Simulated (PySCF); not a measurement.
In(H)(Br)2, HBr2In, SMILES [Br][InH][Br] (PBE0/def2-SVP optimised geometry):

```
4

In    -0.741    -0.419     0.000
H     -1.676    -1.848     0.000
Br    -1.735     1.848     0.000
Br     1.735    -0.419     0.000
```

Computed with PBE0/def2-TZVP, def2 effective core potentials past Kr run with PySCF.

**Question.** What are the frontier orbital energies and the dipole moment?

**Answer.** HOMO-2 -8.52 eV, HOMO-1 -8.44 eV, HOMO -8.36 eV, LUMO -2.07 eV, LUMO+1 -2.07 eV; dipole moment 2.22 D.

On the same geometry PBE/def2-TZVP, def2 effective core potentials past Kr (PySCF) gives HOMO-2 -7.27 eV, HOMO-1 -7.18 eV, HOMO -7.10 eV, LUMO -2.92 eV, LUMO+1 -2.76 eV; dipole moment 2.07 D.
